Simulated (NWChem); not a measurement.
C2H4F2OSi; SMILES O[SiH2]/C(F)=C\F

```xyz
10

O     -0.0276     2.3650     0.0000
Si    -0.8446     0.9178     0.0000
C      0.5198    -0.3975     0.0000
F      1.7786     0.0972     0.0000
C      0.3713    -1.7221     0.0000
F     -0.8511    -2.2471     0.0000
H      0.9317     2.2726     0.0000
H     -1.6977     0.7759     1.2126
H     -1.6977     0.7759    -1.2126
H      1.1840    -2.4546     0.0000
```
Atoms are numbered in this order, from 1.

Program: NWChem. STO-3G and 3-21G are far too small for this property and stand as cheap habits. Coordinates come from a PBE0/def2-SVP optimisation. GIAO values for the isolated, static molecule; σ is the absolute isotropic shielding, δ = σ(reference) − σ with the isolated reference molecule computed at the same levels (13C: tetramethylsilane, 19F: trichlorofluoromethane, 1H: tetramethylsilane, 17O: water, 29Si: tetramethylsilane).

```
level                δ O1 (ppm)  δ Si2 (ppm)  δ C3 (ppm)  δ C5 (ppm)  δ F6 (ppm)  δ H8 (ppm)  δ H10 (ppm)
-------------------  ----------  -----------  ----------  ----------  ----------  ----------  -----------
PBE/pcSseg-1               -4.6        -33.6       160.2       159.9      -184.3        5.60         7.75
Hartree-Fock/STO-3G           …        -33.3           …           …           …           …            …
KT2/pcSseg-1               -9.5        -31.4       152.3       152.9      -199.4        5.56         7.77
```

Task: Complete the blanks.

Result: 
- Hartree-Fock/STO-3G, δ O1 (ppm): -104.0
- Hartree-Fock/STO-3G, δ C3 (ppm): 133.5
- Hartree-Fock/STO-3G, δ C5 (ppm): 130.9
- Hartree-Fock/STO-3G, δ F6 (ppm): -26.0
- Hartree-Fock/STO-3G, δ H8 (ppm): 2.59
- Hartree-Fock/STO-3G, δ H10 (ppm): 6.10
